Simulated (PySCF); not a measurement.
NICS in isomers of C8H10O2.

NICS = −σ at a ghost point: NICS(0) at the centroid of the ring atoms, NICS(1) 1 Å to either side along the normal of their mean plane, zz for the tensor component along that normal. Level: GIAO PBE0/pcSseg-1 (PySCF, non-relativistic, gas phase) on the GFN2-xTB geometries, one conformer each. Atom numbers follow the mapped SMILES.

Task: Order these rings by mean NICS(1)zz, lowest (most negative) first (ppm).
A. ring C4–C5–C6–C7–C9–C10 in `[CH3:1][O:2][CH2:3][c:4]1[cH:5][cH:6][c:7]([OH:8])[cH:9][cH:10]1`
B. ring C3–C4–C5–C6–O10 in `[CH3:1][O:2][c:3]1[cH:4][cH:5][c:6]([CH:7]2[CH2:8][CH2:9]2)[o:10]1`
C. ring C4–C5–C6–C7–C9–C10 in `[CH3:1][C:2](=[O:3])[C@@H:4]1[CH:5]=[CH:6][C:7](=[O:8])[CH2:9][CH2:10]1`

Result: A (-26.4), B (-20.9), C (1.8).

```
                  SMILES                                                    ring  NICS(0)  NICS(1)  NICS(1)zz  HOMA  rms pucker (Å)  ring atoms with four or more neighbours
          COCc1ccc(O)cc1        6-membered carbocycle; formal bonds all aromatic     -9.1    -10.7      -26.4  1.00            0.00                                        0
        COc1ccc(C2CC2)o1       5-membered ring with O; formal bonds all aromatic    -11.6     -8.9      -20.9  0.36            0.00                                        0
CC(=O)[C@@H]1C=CC(=O)CC1  6-membered carbocycle; formal bonds 1 double, 5 single      1.6     -1.8        1.8     –            0.20                                        3
```

NICS(0) gives another order. The isotropic NICS(1) gives the same order. HOMA uses Krygowski's 1993 parameters; it is left out where a ring has a four-coordinate atom, a triple bond, no multiple bond or a kind of bond without parameters. NICS(1) and NICS(1)zz are means over the two faces.
